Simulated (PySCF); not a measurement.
CH3BrFIn. Atoms are numbered in the order given.

```xyz
7

In    -0.0432     0.6702     0.0000
F     -1.9369     1.2111     0.0000
Br     0.1428    -1.8210     0.0000
C      1.5339     2.1400     0.0000
H      2.5052     1.6299     0.0000
H      1.4222     2.7614    -0.8990
H      1.4222     2.7614     0.8990
```
Charge 0, spin multiplicity 1.

Geometry: B3LYP-D3(BJ)/def2-SVP. The structure was generated by enumeration; whether it is a known compound was not checked. The def2 effective core potentials stand for the cores of In; spin–orbit coupling is left out.

The numbers are results of PBE/def2-TZVP in PySCF, not measurements.

ESP charges are fitted to the potential on shells at 1.4 to 2.0 van der Waals radii. Atomic charges (e):

| atom | Mulliken | Löwdin | ESP fit |
|---|---|---|---|
| In1 | 0.86 | ? | 0.82 |
| F2 | -0.44 | -0.24 | -0.42 |
| Br3 | -0.34 | 0.09 | -0.28 |
| C4 | -0.56 | ? | -0.67 |
| H5 | 0.17 | ? | 0.15 |
| H6 | 0.16 | ? | 0.21 |
| H7 | 0.16 | ? | 0.21 |

Q: Fill in the missing entries. (An estimate is asked for; the answer gives what the named calculation found.)

A: 
- In1, Löwdin: 0.22
- C4, Löwdin: -0.49
- H5, Löwdin: 0.14
- H6, Löwdin: 0.14
- H7, Löwdin: 0.14
